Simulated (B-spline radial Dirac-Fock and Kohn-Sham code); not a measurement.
# How the levels of tantalum move as electrons are removed

The computed values come from a radial atomic solver: Dirac-Fock energy differences between relaxed states, corrected for Breit and QED terms. Each ion is free and in its tabulated ground configuration. The model has no electron correlation.

Reference: Ta²³⁺, [Kr] 4d10 4f4, with L1 (2s) 12407.0 eV, L2 (2p1/2) 11854.6 eV, M1 (3s) 3435.8 eV, N3 (4p3/2) 1064.0 eV, N4 (4d3/2) 891.9 eV, Kα1 (K-L3) 57526.3 eV, Kβ1 (K-M3) 65207.9 eV, Lα1 (L3-M5) 8144.1 eV. Shifts from it, in eV (a dash: the subshell is empty, belongs to an open shell averaged over j, or its hole state is left out as unreliable):

| ion | configuration | L1 (2s) | L2 (2p1/2) | M1 (3s) | N3 (4p3/2) | N4 (4d3/2) | Kα1 | Kβ1 | Lα1 |
| --- | --- | --- | --- | --- | --- | --- | --- | --- | --- |
| Ta²⁴⁺ | [Kr] 4d10 4f3 | ? | ? | ? | ? | ? | ? | ? | ? |
| Ta²⁵⁺ | [Kr] 4d10 4f2 | +111.2 | +110.6 | +112.4 | +92.9 | +91.8 | -2.76 | -3.60 | -0.92 |
| Ta²⁶⁺ | [Kr] 4d10 4f1 | +169.2 | +168.2 | +170.7 | +140.7 | +139.1 | -4.24 | -5.33 | -1.26 |
| Ta²⁷⁺ | [Kr] 4d10 | +228.7 | +227.4 | +230.6 | +189.4 | +187.4 | -5.78 | -7.00 | -1.50 |

Q: Give the missing shifts for Ta²⁴⁺.

A: L1 (2s) +54.8, L2 (2p1/2) +54.5, M1 (3s) +55.4, N3 (4p3/2) +46.0, N4 (4d3/2) +45.4, Kα1 -1.35, Kβ1 -1.82, Lα1 -0.50 (eV).

Over this range L1 (2s) moves by +228.7 eV and Kα1 by -5.8 eV: a line is a difference of two levels that shift in the same direction.
